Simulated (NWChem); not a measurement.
**A calculation on germylsilane (H$_{6}$GeSi)**

SMILES: [SiH3][GeH3]
```xyz
8

Si     0.0617     1.6043     0.0000
Ge    -0.0299    -0.7770     0.0000
H      0.7827     2.0914     1.2154
H      0.7827     2.0914    -1.2154
H     -1.3209     2.1722     0.0000
H     -0.7716    -1.2892     1.2495
H     -0.7716    -1.2892    -1.2495
H      1.3910    -1.3725     0.0000
```
Charge 0, spin multiplicity 1.

Program: NWChem. Structure: optimised with PBE0/def2-SVP, a minimum by its harmonic frequencies.

The Hamiltonian is non-relativistic. The correlated methods keep 14 core orbitals frozen. The Pople sets run with spherical d functions.

Worked example. A B2PLYP run in 6-31G* ends its self-consistent part (53 % exact exchange, 47 % B88, 73 % LYP) at -2369.14228 Ha, and second-order perturbation theory on those orbitals gives -0.40069 Ha unscaled.

The perturbative term enters with the weight 0.27: -2369.14228 + 0.27·(-0.40069) = -2369.25047 Ha is the total energy.
